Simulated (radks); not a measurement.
Ionisation of the iridium ion Ir+, [Xe] 4f14 5d7 6s1, to [Xe] 4f14 5d7 as the strength of local exchange is varied. Calculated with a radial shooting solver on a logarithmic mesh with Libxc functionals: Dirac Kohn-Sham, Slater X-alpha exchange (alpha = 2/3 is LDA exchange), no correlation, spin-unpolarised, spherical densities, finite nucleus; open shells fill j = l - 1/2 first; Fermi nuclear charge, rms radius 5.4032 fm.

alpha  E(Ir+) (hartree)  exchange (hartree)  IE (eV)  -e of the level emptied (eV)  <r> of it (bohr)
0.607       -17806.6320           -300.3051   16.147                12.256 (6s1/2)             2.761
0.618       -17812.0749           -305.8466   16.237                12.343 (6s1/2)             2.755
0.641       -17823.4615           -317.4449   16.428                12.524 (6s1/2)             2.743
0.667       -17836.3425           -330.5745   16.644                12.732 (6s1/2)             2.729
0.735       -17870.0780           -365.0067   17.217                13.281 (6s1/2)             2.692
0.825       -17914.8319           -410.7857   17.988                14.025 (6s1/2)             2.645
0.936       -17970.1911           -467.5707   18.960                14.968 (6s1/2)             2.589
1.015       -18009.7004           -508.2030   19.665                15.656 (6s1/2)             2.551

NIST Atomic Spectra Database: 17.0 +/- 0.3 eV (semi-empirical). The Delta-SCF value meets it near alpha = 0.71. Spin polarisation and multiplet splitting are left out, so open shells lie too high by an amount that depends on their filling.

Beside tabulated values, note that spin-unpolarised runs miss the spin-polarisation part of the exchange energy of open shells.
